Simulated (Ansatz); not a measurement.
Cartesian coordinates in Å:
```
N -0.969 -1.145 -0.878
Ge -1.707 0.492 -0.431
S -0.734 1.179 1.427
Ge 1.386 0.955 0.706
N 1.969 -0.771 0.567
H -1.291 -1.903 -0.290
H -1.127 -1.402 -1.844
H -1.393 1.412 -1.623
H -3.219 0.450 -0.131
H 1.458 1.586 -0.693
H 2.242 1.689 1.747
H 2.055 -1.239 1.460
H 1.329 -1.301 -0.017
```

Total charge 0; spin multiplicity 1.

Q: List the B3LYP/def2-TZVPP orbital energies in eV (Ansatz 0.2.0). (Estimate.)

A: Computed: Occupied: -10850.73, -10850.52, -2417.31, -1355.06, -1354.85, -1205.98, -1205.96, -1205.95, -1205.77, -1205.75, -1205.74, -389.43, -388.93, -215.34, -169.64, -169.43, -159.87, -159.82, -159.71, -119.92, -119.88, -119.86, -119.72, -119.65, -119.64, -33.51, -33.47, -33.44, -33.39, -33.38, -33.29, -33.27, -33.24, -33.17, -33.16, -23.29, -22.80, -19.27, -15.09, -14.34, -13.44, -13.01, -11.01, -10.38, -10.00, -9.53, -8.95, -8.64, -7.63, -7.17, -6.74. Lowest empty: -0.05, 0.13, 0.28, 0.61, 0.77, 1.38, 1.88, 2.11.

B3LYP here is the variant with VWN-RPA as its local correlation; programs differ in this.
